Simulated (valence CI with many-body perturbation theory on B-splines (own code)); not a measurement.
## Hyperfine factors and g values of Mn XIX

Computed by valence CI with perturbative core correlation (CI+MBPT): five valence electrons over a frozen Dirac-Fock core [He], a basis of 9 s, 9 p, 8 d, 6 f, 3 g, 1 h functions for each j, with the one-electron correlation potential Σ1, the two-electron term Σ2, the three-electron term Σ3, Breit, model QED; selected CI, second order for the rest (own B-spline code, finite nucleus).

No measured spectrum was set against this ion. As an estimate, levels of excited configurations hold to 0.05 to 0.15 % of their energy, terms of the ground configuration to about 0.5 %. Among the levels kept, up to 2000 cm⁻¹ of a level comes from second order outside the variational space, and about a tenth of that is noise between levels of different J, which matters for small intervals.

A/g_I is the dipole constant over the nuclear g factor μ/I (μ in nuclear magnetons, uniformly magnetised nucleus), B/Q the quadrupole constant per barn. Both hold the static response of the core; the bare values leave it out. Large factors of s and p1/2 electrons are usually good to 5 to 10 %; those of open d and f shells near neutrality can be off by tens of per cent, and small factors of p3/2, d and f electrons come from cancelling terms and can be off by a factor of two or in sign, in half-filled shells by more. B is blank for J = 1/2, where it vanishes, and for nearly pure S terms. Energies count from the lowest level.

Names give the largest LS component (configuration and term), which can be under half, so a name can repeat, a term be missing and a line seem to break the LS rules; names also repeat where a configuration has a term twice. Letters in brackets count levels of one name in rising energy.

```
                 Level  E (× 10³ cm⁻¹)      g  A/g_I (MHz)  A/g_I bare  B/Q (MHz/b)  B/Q bare
       2s2 2p3 4S°_3/2            0.00  1.929         3580        7350                       
       2s2 2p3 2D°_3/2          132.13  0.958        22000       22000        44000     44200
       2s2 2p3 2D°_5/2          163.00  1.197        44700       45400         -381      -383
       2s2 2p3 2P°_1/2          242.87  0.661       128000      126000                       
       2s2 2p3 2P°_3/2          292.45  1.238        25500       26600       -48100    -48300
         2s 2p4 4P_5/2          709.23  1.588       100000      100000        41600     41800
         2s 2p4 4P_3/2          766.02  1.722        84400       85000       -35000    -35200
         2s 2p4 4P_1/2          785.87  2.640       206000      206000                       
         2s 2p4 2D_3/2          981.85  0.828       -28600      -26400       -57700    -58000
         2s 2p4 2D_5/2          993.52  1.206       121000      119000       -85600    -86000
         2s 2p4 2S_1/2          1127.9  1.721       286000      279000                       
         2s 2p4 2P_3/2          1172.0  1.309         -251        3030        39900     40000
         2s 2p4 2P_1/2          1253.3  0.966       187000      180000                       
           2p5 2P°_3/2          1845.3  1.331        21100       23500       -42600    -42800
           2p5 2P°_1/2          1935.5  0.661       128000      125000                       
     2s2 2p2 3s 4P_1/2          6517.9  2.385        90200       89900                       
     2s2 2p2 3s 4P_3/2          6571.2  1.709        29400       30500        32400     32600
     2s2 2p2 3s 2P_1/2          6600.5  0.958       -20200      -18400                       
     2s2 2p2 3s 4P_5/2          6608.7  1.532        53500       54400       -24200    -24300
     2s2 2p2 3s 2P_3/2          6639.7  1.192        36700       38500       -14100    -14200
    2s2 2p2 3p 4D°_1/2          6708.9  0.777        33800       33700                       
     2s2 2p2 3s 2D_5/2          6730.8  1.263        50800       50600        68800     69100
     2s2 2p2 3s 2D_3/2          6739.0  0.957        17400       18600        35500     35700
    2s2 2p2 3p 4D°_3/2          6746.1  1.315         7460        8170        14700     14700
    2s2 2p2 3p 2S°_1/2          6758.2  1.356       -11100       -8550                       
    2s2 2p2 3p 4P°_3/2          6786.6  1.305        29400       30500       -14800    -14900
    2s2 2p2 3p 4D°_5/2          6792.8  1.385         8300        9530        27500     27700
    2s2 2p2 3p 4P°_1/2          6804.2  2.313       -29400      -25500                       
    2s2 2p2 3p 4P°_5/2          6812.1  1.377        32100       33300        -3260     -3260
2s2 2p2 3p 2D°_3/2 [a]          6822.9  1.138        33300       33400       -22800    -22900
    2s2 2p2 3p 4D°_7/2          6829.6  1.385        25600       26800       -14900    -14900
    2s2 2p2 3p 4S°_3/2          6854.8  1.831        29800       32000         4500      4520
     2s2 2p2 3s 2S_1/2          6856.0  1.989       108000      106000                       
2s2 2p2 3p 2P°_3/2 [a]          6875.8  1.344        18900       20600        13300     13300
2s2 2p2 3p 2D°_5/2 [a]          6878.2  1.257        30900       31800          559       562
2s2 2p2 3p 2P°_1/2 [a]          6896.0  0.835        67600       67200                       
    2s2 2p2 3p 2F°_5/2          6944.3  1.027        30600       30800        45600     45800
     2s 2p3 3s 6S°_5/2          6957.5  1.976       102000      103000                       
    2s2 2p2 3p 2F°_7/2          6957.9  1.182        24100       24500        83300     83700
2s2 2p2 3p 2D°_3/2 [b]          6969.7  1.022        32900       33100        42500     42700
```

Problem. Take the isotope of mass number 55, with I = 5/2, μ = 3.4669 μN and Q = 0.33 b. What is the hyperfine structure of 2s 2p4 4P_5/2?

Solution. From the table A = 139000 MHz, B = 13700 MHz. Shifts from the centre of gravity in MHz: F = 0: -1210000, F = 1: -1070000, F = 2: -798000, F = 3: -386000, F = 4: 169000, F = 5: 872000.
